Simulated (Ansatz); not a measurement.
Ansatz results at the PBE0-D4/def2-TZVP geometry: LUMO energy (ωB97M-V/def2-TZVPP) 0.23 eV; size of the dipole moment (B3LYP/def2-TZVPP) 1.09 D; HOMO–LUMO gap (B3LYP/def2-TZVPP) 6.12 eV.

(1) Which molecule gave them?
A. `C=C(CCl)[SiH2]F`
B. `F[SiH]([SiH3])C[SiH3]`
C. `C[SiH](N)[AlH2]`
D. `B[SiH](Cl)Br`

Results:

(1) D. The others give `C[SiH](N)[AlH2]`: -0.22, 1.60, 4.63; `F[SiH]([SiH3])C[SiH3]`: 1.33, 1.14, 7.35; `C=C(CCl)[SiH2]F`: 1.17, 1.89, 6.78.

B3LYP here is the variant with VWN-RPA as its local correlation; programs differ in this.
